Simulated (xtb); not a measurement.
xtb was given this input:
```
$ xtb mol.xyz --gfn 2 --alpb benzene --json

# file mol.xyz
5

Si     0.02863441    -0.01627765     0.49106656
Cl    -1.24158057    -1.43679456    -0.14881741
Cl    -0.64009829     1.79232122    -0.07685298
Cl     1.85144867    -0.33834186    -0.29276296
H      0.11303141    -0.06425436     1.93843503
```

Q: Predict the HOMO-LUMO gap from GFN2-xTB with ALPB(benzene) in xtb.

A: 6.68 eV

Q: What is the computed total energy (GFN2-xTB with ALPB(benzene))?

A: -16.025735 Ha

Q: What dipole moment does GFN2-xTB with ALPB(benzene) give?

A: 1.29 D

Q: Estimate the partial charges in atom order that GFN2-xTB with ALPB(benzene) returns for this input.

A: Si1 0.54, Cl2 -0.18, Cl3 -0.18, Cl4 -0.18, H5 0.01
